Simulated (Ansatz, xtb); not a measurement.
**CH9GeNOSi2: which of two isomers lies lower**

Structure X: `O=CN([SiH3])[SiH2][GeH3]`, a singlet. Structure Y: `O=C[SiH2][N]([SiH3])[GeH3]`, a singlet. Both are isolated molecules in the gas phase, relaxed with B3LYP-D3(BJ)/def2-SVP; the shapes shown needn't be the lowest conformers.

X (Å):

```xyz
15

C    -1.4503    1.8455    0.1444
Ge    1.9665    1.8664    1.3209
N    -0.8609    0.6834   -0.3002
O    -2.6023    2.1376   -0.1022
Si   -1.9832   -0.3338   -1.2730
Si    0.8230    0.2042    0.0322
H    -0.7933    2.5104    0.7531
H    -2.4102    0.3752   -2.5046
H    -1.1513   -1.5155   -1.6375
H    -3.1440   -0.7724   -0.4596
H     0.8249   -1.0930    0.7668
H     1.5313   -0.0006   -1.2632
H     3.4103    1.3806    1.5659
H     2.0174    3.2129    0.5709
H     1.2812    2.0860    2.6848
```

Y (Å):

```csv
atom,x (Å),y (Å),z (Å)
C,-2.6383,-0.5294,-0.1511
Ge,0.0314,-2.1940,1.4935
N,0.1326,-0.4032,0.9119
O,-2.4673,-1.7154,-0.3392
Si,-1.3205,0.5343,0.7840
Si,1.7346,0.2250,0.5729
H,-3.5883,-0.0439,-0.5187
H,-1.9473,0.8940,2.0949
H,-1.0782,1.7898,0.0179
H,2.4930,0.5476,1.8191
H,1.6086,1.4656,-0.2438
H,2.5207,-0.7963,-0.1807
H,1.2374,-2.3925,2.4416
H,0.1492,-3.1585,0.3040
H,-1.2835,-2.3629,2.2704
```

Q: Estimate E(Y) − E(X) at the level CCSD(T)/def2-SVP + ΔMP2/def2-TZVPP.

A: Calculated at CCSD(T)/def2-SVP + ΔMP2/def2-TZVPP: E(Y) − E(X) = +10.6 kcal/mol, so structure X lies lower.

How the difference moves with the method:

```
                             level               geometry  E(Y) − E(X) (kcal/mol)  departure from the last row (kcal/mol)  job, with rough time for the two
             B3LYP-D3(BJ)/def2-SVP  B3LYP-D3(BJ)/def2-SVP                     +16.2                                    +5.6             optimisation, 9.4 min
                       HF/def2-SVP  B3LYP-D3(BJ)/def2-SVP                     +12.2                                    +1.6           part of the CCSD(T) run
                      MP2/def2-SVP  B3LYP-D3(BJ)/def2-SVP                     +13.1                                    +2.5           part of the CCSD(T) run
                  CCSD(T)/def2-SVP  B3LYP-D3(BJ)/def2-SVP                     +13.1                                    +2.5                      single point
CCSD(T)/def2-SVP + ΔMP2/def2-TZVPP  B3LYP-D3(BJ)/def2-SVP                     +10.6                                                       single point, 5 min
```

As drawn, Y has 1 C–Si, 1 Ge–N in place of 1 C–N, 1 Ge–Si.

The levels shown agree on the order. The largest departure from CCSD(T)/def2-SVP + ΔMP2/def2-TZVPP is that of B3LYP-D3(BJ)/def2-SVP, 5.6 kcal/mol. Levels run at GFN2-xTB geometries aren't shown. The last row adds to CCSD(T) the change of the MP2 difference between the two basis sets, here −2.5 kcal/mol.

With thermal terms from frequencies at re-optimised GFN2-xTB minima (ideal gas, soft modes damped towards free rotors, one conformer each, 298.15 K, 1 atm): the zero-point term adds −1.4 kcal/mol; ΔH is +9.2 and ΔG +9.1 kcal/mol.

The correlated steps freeze 22 core orbitals; the filled d shell of Ge is correlated, in a basis made for valence electrons. Codes used: Ansatz 0.2.0, xtb 6.7.1; the last row on 2 threads of Intel(R) Xeon(R) Processor @ 2.50GHz (Skylake/Cascade Lake) on a shared host.
